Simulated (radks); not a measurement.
The bismuth ion Bi2+, 81 electrons, occupied as [Hg] 7p1 (not the ground configuration). Calculated with a radial shooting solver on a logarithmic mesh with Libxc functionals: scalar-relativistic Kohn-Sham, BLYP, spin-polarised, spherical densities, point nucleus; open shells are filled with parallel spins first (spin-orbit coupling, left out, can overturn this in heavy ions).

X-ray form factor f0, the Fourier transform of the density (f0(0) = 81):

| sin(theta)/lambda (1/angstrom) | f0 (electrons) |
|---|---|
| 0.05 | 79.766 |
| 0.1 | 77.129 |
| 0.15 | 74.008 |
| 0.2 | 70.380 |
| 0.25 | 66.456 |
| 0.3 | 62.574 |
| 0.4 | 55.531 |
| 0.5 | 49.592 |
| 0.6 | 44.636 |
| 0.8 | 36.834 |
| 1 | 30.759 |
| 1.25 | 24.762 |
| 1.5 | 20.380 |
| 2 | 15.436 |
